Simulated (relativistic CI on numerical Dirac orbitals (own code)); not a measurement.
Electric-dipole lines of Yb²⁰⁺

Computed by Dirac-Coulomb-Breit CI, KLI orbitals optimised for each configuration, QED by a radiative potential, unscaled Slater integrals (own radial code, finite nucleus).

Configurations in the expansion (outside the closed core [Ar] 3d10 4p6 4d10): 4s2.4f4, 4s2.4f3.5s, 4s2.4f2.5s2, 4s2.4f3.5p, 4s2.4f2.5s.5p, 4s2.4f2.5p2, 4s2.4f2.5s.5d, 4s2.4f3.5d, 4s2.4f2.5p.5d, 4s2.4f3.5f, 4s2.4f3.6s, 4s2.4f3.6p, 4s.4f3.5s2. Levels of other configurations are missing.

```csv
λ vac (nm),Lower,Upper,A (s⁻¹),gf,Branching (%)
33.108,4s2.4f3.5s 5I°_7 [112],4s2.4f3.5p 3K_8 [199],1.03e+09,2.89e-01,7.6
33.420,4s2.4f3.5s 5I°_6 [110],4s2.4f3.5p 5K_7 [194],2.03e+09,5.10e-01,15.0
33.420,4s2.4f3.5s 5I°_5 [109],4s2.4f3.5p 5I_5 [193],1.24e+09,2.29e-01,9.1
33.884,4s2.4f3.5s 5I°_5 [109],4s2.4f3.5p 5K_6 [192],3.30e+09,7.39e-01,24.6
33.930,4s2.4f3.5s 5I°_4 [108],4s2.4f3.5p 3H_4 [191],4.59e+09,7.14e-01,33.3
34.049,4s2.4f3.5s 5I°_8 [113],4s2.4f3.5p 5H_7 [200],9.82e+09,2.56e+00,69.8
34.128,4s2.4f3.5s 5I°_8 [113],4s2.4f3.5p 3K_8 [199],6.40e+09,1.90e+00,47.0
34.226,4s2.4f3.5s 5I°_7 [112],4s2.4f3.5p 5H_6 [195],9.00e+09,2.05e+00,64.8
34.452,4s2.4f3.5s 5I°_6 [110],4s2.4f3.5p 5I_5 [193],7.93e+09,1.55e+00,57.9
34.483,4s2.4f3.5s 5I°_7 [112],4s2.4f3.5p 5K_7 [194],5.87e+09,1.57e+00,43.2
34.587,4s2.4f3.5s 5I°_5 [109],4s2.4f3.5p 3H_4 [191],6.88e+09,1.11e+00,49.9
34.640,4s2.4f3.5s 5F°_2 [116],4s2.4f3.5p 3D_1 [198],7.58e+09,4.09e-01,56.6
34.837,4s2.4f3.5s 5F°_1 [114],4s2.4f3.5p 5G_2 [196],7.01e+09,6.38e-01,52.6
34.946,4s2.4f3.5s 5I°_6 [110],4s2.4f3.5p 5K_6 [192],5.05e+09,1.20e+00,37.7
34.955,4s2.4f3.5s 5I°_4 [108],4s2.4f3.5p 5K_5 [190],8.25e+09,1.66e+00,63.0
35.155,4s2.4f3.5s 3H°_4 [117],4s2.4f3.5p 3I_5 [197],6.99e+09,1.42e+00,52.3
35.204,4s2.4f3.5s 3G°_5 [118],4s2.4f3.5p 3I_5 [197],4.64e+09,9.49e-01,34.8
35.205,4s2.4f3.5s 5F°_2 [116],4s2.4f3.5p 5G_2 [196],5.00e+09,4.64e-01,37.5
35.366,4s2.4f3.5s 3I°_5 [111],4s2.4f3.5p 5I_5 [193],2.97e+09,6.12e-01,21.6
35.653,4s2.4f3.5s 5I°_5 [109],4s2.4f3.5p 5K_5 [190],3.76e+09,7.88e-01,28.7
35.716,4s2.4f3.5s 3I°_6 [115],4s2.4f3.5p 5H_6 [195],3.50e+09,8.70e-01,25.2
35.887,4s2.4f3.5s 3I°_5 [111],4s2.4f3.5p 5K_6 [192],4.41e+09,1.11e+00,32.9
35.911,4s2.4f3.5s 3I°_7 [122],4s2.4f3.5p 5H_7 [200],3.63e+09,1.05e+00,25.8
35.996,4s2.4f3.5s 3I°_6 [115],4s2.4f3.5p 5K_7 [194],5.15e+09,1.50e+00,38.0
36.000,4s2.4f3.5s 3I°_7 [122],4s2.4f3.5p 3K_8 [199],6.07e+09,2.00e+00,44.5
36.676,4s2.4f3.5s 3I°_5 [111],4s2.4f3.5p 3H_4 [191],2.19e+09,3.98e-01,15.9
36.772,4s2.4f3.5s 3F°_2 [125],4s2.4f3.5p 3D_1 [198],2.48e+09,1.51e-01,18.5
37.197,4s2.4f3.5s 3I°_6 [115],4s2.4f3.5p 5I_5 [193],1.15e+09,2.63e-01,8.4
37.326,4s2.4f3.5s 3I°_7 [122],4s2.4f3.5p 5H_6 [195],5.21e+08,1.41e-01,3.8
37.876,4s2.4f3.5s 3I°_5 [111],4s2.4f3.5p 5K_5 [190],9.85e+08,2.33e-01,7.5
```

Terms are leading LS components. Brackets give the number of a level in order of energy, since labels repeat. The list gives strong lines, with weight on those to low levels, without lines whose two gauges differ by over a factor of 2.5, among the lowest 200 of 2889 levels, so that lines to higher ones, which can be the strongest, are missing. Levels whose partners in the same complex of configurations lie outside the list can be far off, and so can their lines. Rates are taken at the computed energies, electric ones in the length gauge.

At this charge energies of transitions that change n are usually good to better than 1 %, and those within a shell (Δn = 0) to a few per cent. Terms inside the open d or f shell come out 10 to 20 % too wide with unscaled integrals.

Problem. From the table, what is the radiative lifetime of 4s2.4f3.5p 5I_5?

Solution. The listed rates from this level add up to about 1.33e+10 s⁻¹, 97 % of its decay; with all channels τ = 7.30e-11 s.

LS names give the leading component of a level, which can be under half, so a name can repeat, a term be missing and a line seem to break the LS rules.
